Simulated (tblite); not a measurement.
Species: C3H8AsN.
Cartesian coordinates in Å at the GFN2-xTB level; atoms count from 1:
```
atom  x, y, z in Å
C1    -1.6627    0.5714   -0.6851
N2    -0.9326    0.9644    0.4806
C3     0.0053    0.2854    0.9705
C4     0.5921   -1.0056    0.5216
As5    2.1192   -0.6606   -0.7202
H6    -1.2883    1.1529   -1.5319
H7    -1.6013   -0.4934   -0.9423
H8    -2.7070    0.8445   -0.5303
H9     0.4891    0.7316    1.8376
H10    0.9869   -1.5649    1.3736
H11   -0.1262   -1.6400   -0.0017
H12    2.7154    0.4183    0.1376
H13    1.4057    0.3965   -1.5113
```

All values are computed: GFN2-xTB (tblite) harmonic vibrations without scaling, gas phase. Against measured fundamentals such values can be off by several per cent, at times by over 20. Modes of hydrogen on arsenic can be 10 to 20 % off. One conformer, not necessarily the lowest. The optimisation stopped once no atom felt more than 0.01 eV/Å.

Lowest wavenumbers of the output (negative numbers stand for imaginary wavenumbers):
```
mode    cm-1
  1     -76.0
  2      60.2
  3     133.9
  4     169.6
  5     327.3
  6     434.0
  7     541.7
  8     578.4
  9     655.4
 10     736.5
```

**Question.** Is this structure a minimum?

**Answer.** No. 1 mode is imaginary beyond 20i (76i cm⁻¹), so at this level the point lies at or near a first-order saddle.

**Question.** Which atoms move in the imaginary mode?

**Answer.** 76i: H6 (methyl hydrogen) 35 %, H7 (methyl hydrogen) 33 %, H8 (methyl hydrogen) 26 %. These are shares of the mass-weighted motion.

**Question.** What is the remedy?

**Answer.** Step along that mode in both directions, optimise again with tighter thresholds and repeat the frequencies. The zero-point energy of this point (61.9 kcal/mol) counts the 32 real modes alone, and thermal corrections from it aren't those of a minimum.
